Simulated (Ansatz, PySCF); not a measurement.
Reaction (SMILES): N[SiH2]N[SiH2-] -> N[SiH2][N-][SiH3]
Structures are relaxed separately at B3LYP-D3(BJ)/def2-TZVP in Ansatz (a program for electronic structure), one conformer each, not searched for the lowest.

Wanted: isomerisation energy (enthalpy at 298 K, with B3LYP-D3(BJ) rigid-rotor harmonic-oscillator terms from PySCF), in kcal/mol. Valence correlation only, unless marked. No spin-orbit coupling. No relativistic terms. Anions need diffuse functions: aug- sets have them; def2-D sets add few; the other sets have none. CBS marks a two-point X^-3 extrapolation of the correlation energy; Hartree-Fock from the larger set. The bracket is a focal-point correction in the basis named.

```
level                                                                             program  isomerisation energy (kcal/mol)  minus last row
-------------------------------------------------------------------------  --------------  -------------------------------  --------------
HF/cc-pVTZ                                                                         Ansatz                            -19.0            -0.5
HF/aug-cc-pV(Q+d)Z                                                                 Ansatz                            -20.5            -2.0
PBE-D3(BJ)/def2-TZVPD                                                      Ansatz + dftd3                            -15.0             3.5
BLYP/def2-TZVPD                                                                    Ansatz                            -18.3             0.2
revPBE-D3(BJ)/def2-TZVPD                                                   Ansatz + dftd3                            -15.2             3.3
BHLYP/def2-TZVPD                                                                   Ansatz                            -19.6            -1.1
r2SCAN0/def2-TZVPD                                                                 Ansatz                            -18.6            -0.1
CAM-B3LYP-D4/def2-TZVPD                                                    Ansatz + dftd4                            -18.4             0.1
LC-wPBE/def2-TZVPD                                                                 Ansatz                            -18.6            -0.1
B2GP-PLYP-D3(BJ)/def2-TZVPD                                                Ansatz + dftd3                            -19.4            -0.9
B2GP-PLYP/def2-TZVPD                                                               Ansatz                            -20.0            -1.5
RI-MP2/aug-cc-pV(T+d)Z                                                             Ansatz                            -19.6            -1.1
RI-MP2/aug-cc-pV(Q+d)Z                                                             Ansatz                            -20.7            -2.2
RI-MP2/cc-pV(T+d)Z                                                                 Ansatz                            -21.1            -2.6
SCS-MP2/6-31G*                                                                     Ansatz                            -16.7             1.8
SCS-MP2/cc-pwCVTZ                                                                  Ansatz                            -21.9            -3.4
CCSD/aug-cc-pV(T+d)Z                                                               Ansatz                            -16.8             1.7
CCSD/aug-cc-pV(Q+d)Z                                                               Ansatz                            -18.1             0.4
CCSD(T)/STO-3G                                                                     Ansatz                              5.3            23.8
RI-MP2/CBS(aug-cc-pV(T+d)Z,aug-cc-pV(Q+d)Z)+[CCSD(T)-MP2]/aug-cc-pV(D+d)Z          Ansatz                            -18.0             0.5
CCSD(T)/CBS(aug-cc-pV(T+d)Z,aug-cc-pV(Q+d)Z)                                       Ansatz                            -18.5             0.0
```
